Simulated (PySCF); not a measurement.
NMR data simulated for an unnamed compound:

¹H NMR (300 MHz, computed): δ 7.94 (s, 1H), 5.10 (s, 3H), 2.63 (s, 3H).

¹³C{¹H} NMR (computed): δ 170.4 (C), 155.3 (CH), 16.5 (CH3).

Theoretical values (PySCF): GFN2-xTB geometry, shieldings: GIAO PBE0/pcSseg-1. No solvent, equivalent nuclei averaged, single conformer, no relativistic terms.

Shifts are taken against calculated references (same method and geometry level): ¹H (31.72 ppm) and ¹³C (186.93 ppm) against TMS.

**Question.** Which of these does the molecule contain: a ketone, a Si–H bond, an NH or NH2 group, a heteroaromatic ring, a three-membered ring?

**Answer.** 
- A ketone: no.
- A Si–H bond: yes (δH 5.10 (s)).
- An NH or NH2 group: no.
- A heteroaromatic ring: yes.
- A three-membered ring: no.

The data belong to `Cc1ncn([SiH3])n1`, C₃H₇N₃Si; they needn't prove each group on their own.

Carbon signals by region: 1 in the far downfield region (above 160 ppm), 1 in the sp2 and nitrile region (100–160 ppm), 1 below 50 ppm. Above 160 ppm: 170.4, substituted aromatic carbon next to a ring nitrogen.

Shifts are as computed. Against solution values, carbons near 30 ppm lie about +3 ppm off and those near 130 ppm about +5 ppm. Of 1211 compounds with measured shifts, 218 miss one by over three times the rms of a fit or turn the order of signals round; such compounds aren't used in these exercises. No couplings were computed; multiplicities are counted from neighbouring protons, with m where these are inequivalent, close in shift, in a saturated or five-membered ring or joined by F or P, and br s for small geminal =CH2 splittings.
